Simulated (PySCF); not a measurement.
Species: C7H7 (doublet state).
Atom-mapped SMILES: `[CH:1]1[CH:2]=[CH:3][CH:4]=[CH:5][CH:6]=[CH:7]1` (hydrogens: H8 on C1; H9 on C2; H10 on C3; H11 on C4; H12 on C5; H13 on C6; H14 on C7)

Level of theory: UKS B3LYP, pcH-1 on C H, non-relativistic, mean-field spin-orbit, GIAO in PySCF 2.14.0. Isolated species at its GFN2-xTB geometry, gas phase. A GFN2-xTB geometry isn't a minimum of the functional, and hyperfine couplings can be far from their values at a DFT geometry. Stability of the SCF solution: not tested.

Q: What is the g tensor, term by term?

A: 
```json
{"Δg (ppm)": "relativistic mass correction", "1": "-148", "2": "-148", "3": "-148"}
{"Δg (ppm)": "gauge correction", "1": "-6", "2": "30", "3": "30"}
{"Δg (ppm)": "orbital Zeeman/spin–orbit", "1": "-34", "2": "648", "3": "652"}
{"Δg (ppm)": "total", "1": "-188", "2": "530", "3": "534"}
```

So g = 2.00213, 2.00285, 2.00285 and g_iso = 2.00261; the tensor is close to axial: the two nearest values differ by under 1 % of g3 − g1. Axes: g1 is normal to the molecular plane.

Q: What are the electron Larmor frequencies g μB B/h along the three axes at 1200 mT?

A: 33.6268, 33.6388, 33.6389 GHz for g1, g2 and g3, a range of 12.1 MHz.

Q: How much does each term add to the isotropic shift?

A: The orbital-Zeeman/spin–orbit term 422, the mass correction -148 and the gauge correction 18 ppm, for a total of 292 ppm. The orbital-Zeeman/spin–orbit term is the largest in size. The mass correction is the same along every axis, so the anisotropy comes from the other two: their spans along these axes are 36 (gauge) and 687 ppm (orbital Zeeman/spin–orbit).

Q: At 9.506 GHz, how far is the centre of the isotropic spectrum from where a free electron (g = 2.002319) resonates?

A: B = hν/(g μB) with μB/h = 13.99624 MHz/mT gives 339.20 mT for the free electron and 339.15 mT at g_iso, 0.05 mT lower.

Q: In a frozen sample, at which fields do the three g values resonate at 9.5, 34, 94 and 263 GHz (hyperfine left aside), and which band first spreads them over more than twice a line width of 1.0 mT?

A: 
```
band    GHz  B(g3) mT  B(g2) mT  B(g1) mT  spread mT
   X    9.5    338.89    338.89    339.02       0.12
   Q   34.0   1212.88   1212.88   1213.32       0.44
   W   94.0   3353.26   3353.27   3354.47       1.21
   J  263.0   9381.99   9382.01   9385.38       3.38
```

The spread grows in proportion to the frequency. J band is the first where it exceeds 2.0 mT.

The largest Mulliken spin populations are on C1 (+0.49), C6 (+0.39), C3 (+0.34) and C7 (-0.17). Three atoms exceed +0.15.

The HOMO–LUMO gaps are 2.10 eV among the α and 5.65 eV among the β orbitals.
